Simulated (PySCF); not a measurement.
C₂H₈InN. Atoms are numbered in the order given.

```xyz
12

In     0.0000     0.0000     0.0364
C      1.9917     0.0000     0.9189
H      2.1266     0.8978     1.5534
H      2.1266    -0.8978     1.5534
H      2.7605     0.0000     0.1228
C     -1.9917     0.0000     0.9189
H     -2.1266     0.8978     1.5534
H     -2.7605     0.0000     0.1228
H     -2.1266    -0.8978     1.5534
N      0.0000     0.0000    -2.0118
H     -0.8406     0.0000    -2.5936
H      0.8406     0.0000    -2.5936
```
Charge 0, spin multiplicity 1.

The structure is a stationary point at PBE-D3(BJ)/def2-SVP. A frequency run showed that this geometry is not a minimum. The structure was generated by enumeration; whether it is a known compound was not checked. The def2 effective core potentials stand for the cores of In; spin–orbit coupling is left out. One conformer was computed; it need not be the lowest.

All values below come from PBE-D3(BJ)/def2-SVP (PySCF).

Frequencies are harmonic and unscaled.

| mode | ν (cm⁻¹) | IR (km/mol) | moving atoms (share of kinetic energy) |
|---|---|---|---|
| 1 | 40i | 92.3 | H 38 %, N 31 %, C 17 %, In 14 % |
| 2 | 36 | 0.0 | H 100 % |
| 3 | 44 | 0.0 | H 94 % |
| 4 | 101 | 2.1 | C 56 %, H 29 %, In 13 % |
| 5 | 123 | 3.4 | N 41 %, H 29 %, C 19 %, In 10 % |
| 6 | 157 | 55.5 | H 70 %, C 18 %, In 13 % |
| 7 | 369 | 0.0 | H 100 % |
| 8 | 459 | 4.8 | C 78 %, H 18 % |
| 9 | 497 | 35.4 | C 65 %, H 18 %, In 17 % |
| 10 | 573 | 56.6 | N 75 %, H 13 %, In 12 % |
| 11 | 590 | 17.8 | H 86 %, N 11 % |
| 12 | 652 | 0.0 | H 87 %, C 13 % |
| 13 | 690 | 30.2 | H 82 %, C 16 % |
| 14 | 691 | 74.8 | H 81 %, C 12 % |
| 15 | 717 | 58.8 | H 82 %, C 17 % |
| 16 | 1129 | 0.1 | H 82 %, C 18 % |
| 17 | 1133 | 0.9 | H 84 %, C 16 % |
| 18 | 1380 | 0.0 | H 95 % |
| 19 | 1382 | 0.1 | H 95 % |
| 20 | 1384 | 2.1 | H 95 % |
| 21 | 1386 | 3.7 | H 95 % |
| 22 | 1455 | 6.4 | H 90 %, N 10 % |
| 23 | 2984 | 16.5 | H 98 % |
| 24 | 2985 | 1.5 | H 98 % |
| 25 | 3091 | 0.0 | H 91 %, C 9 % |
| 26 | 3091 | 8.6 | H 91 %, C 9 % |
| 27 | 3101 | 2.7 | H 90 %, C 10 % |
| 28 | 3102 | 7.5 | H 90 %, C 10 % |
| 29 | 3486 | 5.8 | H 96 % |
| 30 | 3597 | 8.9 | H 91 %, N 9 % |
